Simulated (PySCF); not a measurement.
C3HBrClF. Atoms are numbered in the order given.

```xyz
7

F      1.2808    -1.7379    -0.1972
C      0.5570    -0.6586     0.1084
Br     1.6397     0.8600     0.4667
C     -0.7564    -0.6331     0.1691
C     -2.0690    -0.5670     0.2407
Cl    -3.0980    -0.1491    -1.1077
H     -2.6397    -0.7732     1.1626
```
Charge 0, spin multiplicity 1.

Geometry optimised at PBE-D3(BJ)/def2-SVP. The structure was generated by enumeration, and PubChem lists no compound with its InChIKey, so it may never have been made.

These are PBE/def2-TZVP in PySCF values and carry that method's errors.

Problem. Estimate the frontier levels, gap, dipole moment and polarisability. (The exact figures need the calculation; the answer reports its results.)

Solution. 
- highest occupied level: -6.57 eV
- lowest empty level: -2.61 eV
- orbital gap: 3.96 eV
- dipole moment: 1.10 D
- quadrupole, principal values (traceless, Buckingham form, about the centre of nuclear charge): -3.89, -1.39, 5.29 D·Å
- mean static polarisability: 77.3 bohr³ (11.45 Å³)
- polarisability, principal values: 50.2, 56.0, 125.6 bohr³
